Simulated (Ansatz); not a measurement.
Reaction (substitution at a C–O bond): `C[O][Hf]([Cl])([Cl])[Cl]` + `C[N]=[Mo](=[O])([OH])[F]` → `C[N]=[Mo](=[O])([F])[O]C` + `[OH][Hf]([Cl])([Cl])[Cl]`

Computed with Ansatz on PBE0-D4/def2-TZVP structures; ΔE is electronic, products minus reactants. CCSD(T)/CBS is the MP2 limit (def2-TZVPP, def2-QZVPP) plus CCSD(T) − MP2 in def2-TZVPP, frozen cores. DFT in def2-TZVPP. def2 core potentials past Kr. For Hf, Mo outer-core shells are correlated without core-valence functions, which leaves a few kJ/mol of doubt a bond. One conformer a species, not always the lowest.

| level | ΔE (kJ/mol) | difference from CCSD(T)/CBS |
| --- | --- | --- |
| LDA (SPW92) | 2.8 | -0.3 |
| PBE0-D4 | 4.3 | 1.2 |
| CAM-B3LYP-D4 | 3.4 | 0.3 |
| PBE-QIDH | 5.1 | 2.0 |
| r2SCAN | 3.8 | 0.7 |
| r2SCAN0 | 4.2 | 1.1 |
| BHLYP | 5.3 | 2.2 |
| CAM-B3LYP | 4.8 | 1.7 |
| RPA@PBE/def2-TZVPP | 6.1 | 3.0 |
| SCS-MP2/def2-TZVPP | 5.4 | 2.3 |
| CCSD(T)/CBS | 3.1 | 0 |

Largest T1 diagnostic among the species: 0.022, so the coupled-cluster value is less sure than usual.

Leaving LDA and LC-ωPBE aside and taking each functional with its dispersion term where it has one, the values, not all of them listed here, spread over 2.6 kJ/mol, from BLYP-D4 to PBE-QIDH.
